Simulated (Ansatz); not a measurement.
The cluster Rb₃H₃⁻ was relaxed with PBE0-D4 (def2-TZVPD) in Ansatz in these states: charge -1 doublet, charge -1 quartet. The geometries follow in no particular order.

In the def2 sets Rb takes a core potential; there is no spin–orbit coupling.

A:

```xyz
6

Rb   -1.040    1.086    1.562
Rb    1.362    0.858   -1.262
Rb   -0.422   -3.259   -0.638
H     0.554    2.821    0.336
H     1.192   -1.179    1.242
H    -1.645   -0.326   -1.240
```

B:

```xyz
6

Rb    2.2990   -1.4001   -1.8361
Rb    0.6342   -0.4037    3.6178
Rb   -3.2004   -0.0949   -0.6888
H    -0.1670   -1.0416    0.4353
H     0.1762    1.1706   -0.5385
H     0.2580    1.7697   -0.9897
```

Question: Judge from the bond lengths which geometry belongs to which state (an estimate).

Answer: A is the charge -1 doublet (Rb1–Rb2 3.714 Å, Rb2–Rb3 4.530 Å, Rb1–Rb3 4.910 Å); B is the charge -1 quartet (Rb1–Rb2 5.789 Å, Rb2–Rb3 5.775 Å, Rb1–Rb3 5.767 Å).

At PBE0-D4/def2-TZVPD the highest occupied level of the charge -1 doublet lies above zero (up to 0.44 eV). By energy differences its removal costs 0.90 eV (vertical, to the charge 0 singlet, at PBE0-D4/def2-TZVPD); a positive level beside a positive removal energy at the same level points to self-interaction error. At PBE0-D4/def2-TZVPD a quartet lies 1.66 eV below the charge -1 doublet. In the quartet, H5 and H6 lie 0.75 Å apart (atoms count from 1), so H2 has formed as a molecule. These are the stationary points nearest to one start from a short search; other shapes may lie lower in each state. The charge -1 quartet has come apart into loosely held pieces.
